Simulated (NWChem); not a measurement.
TiCl$_{4}$; SMILES [Cl][Ti]([Cl])([Cl])[Cl]

Results from NWChem. Geometry: optimised at PBE0/def2-SVP. Level PBE0/def2-SVP: single points from the atomic guess with DIIS by default; each run changes one setting, and all converged runs end within 0.3 mHa of each other. cgmin counts macro-iterations, each dearer than a DIIS step. NWChem's automatic level shift, which a small gap switches on, acted in some of these runs.

| setting | SCF iterations |
|---|---|
| defaults | 32 |
| DIIS on 20 Fock matrices | 32 |
| occupation smearing of 0.005 Ha | 11 |
| no level shifting | 11 |
| quadratically convergent solver (cgmin) | 5 |
| 70 % damping for 30 cycles | 33 |
